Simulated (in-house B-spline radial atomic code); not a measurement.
## BP86 excitations of Sr IX (Sr8+)

Method: BP86. Computed with a B-spline radial code for spherical atoms: linear response of the closed shell [Ar] 3d10 4s2 with the functional's adiabatic kernel; scalar-relativistic (spin-free one-electron X2C), finite nucleus, no spin-orbit coupling, no double excitations, S, P, D and F terms only; shells from n = 2 respond. Only terms of natural parity with L up to 3 were computed.

Command:
```bash
python run_td.py task.json out
```
Settings (radii: box in bohr, nucleus in fm):
```
Z                        38
electrons                30
configuration            [Ar] 3d10 4s2
hamiltonian              x2c
method                   b88,p86
box_radius               11.59
rms_radius               4.224
intervals                69
```

Run time, properties included: 0.8 s on 1 thread of Intel(R) Xeon(R) Platinum 8375C CPU @ 2.90GHz (Ice Lake), on a shared host.

The lowest states, in the order of their Tamm-Dancoff energies; the method's threshold (minus the highest occupied level) is 150.81 eV. Labels give the largest channel, * marks a mixed state, and oscillator strengths are full-response dipole values. Semilocal kernels can invert the small singlet-triplet splittings of Rydberg terms. Energies in eV:

```
     state  full response  Tamm-Dancoff  oscillator strength
4s → 4p 3P         19.474        19.650                    -
4s → 4p 1P         26.562        27.362                 1.48
4s → 4d 3D          53.41         53.49                    -
4s → 4d 1D          56.15         56.19                    -
4s → 5s 3S              ?             ?                    -
4s → 5s 1S          77.49         77.53                    -
4s → 4f 3F          83.75         83.80                    -
4s → 4f 1F          84.77         84.79                    -
4s → 5p 3P          84.95         84.95                    -
4s → 5p 1P          85.29         85.35                0.133
4s → 5d 3D              ?             ?                    -
4s → 5d 1D          98.41         98.42                    -
4s → 6s 3S         106.51        106.51                    -
4s → 6s 1S         106.76        106.78                    -
4s → 5f 3F         110.32        110.33                    -
4s → 5f 1F         110.62        110.63                    -
4s → 6p 3P         110.66        110.66                    -
4s → 6p 1P         110.69        110.71               0.0555
```

Q: Where does 4s → 5d 3D lie?

A: At 98.08 eV in full response, 98.09 eV in Tamm-Dancoff.

Q: Where does 4s → 5s 3S lie?

A: At 76.40 eV in full response, 76.41 eV in Tamm-Dancoff.

Q: How large is the singlet-triplet splitting of 4s → 4p (P terms) in Tamm-Dancoff?

A: 7.71 eV, from the unrounded values.

Q: What polarisabilities and dispersion coefficient does the method give?

A: Dipole 1.713 bohr³, quadrupole 1.402 bohr⁵, C6 2.575 hartree·bohr⁶ for two such species.
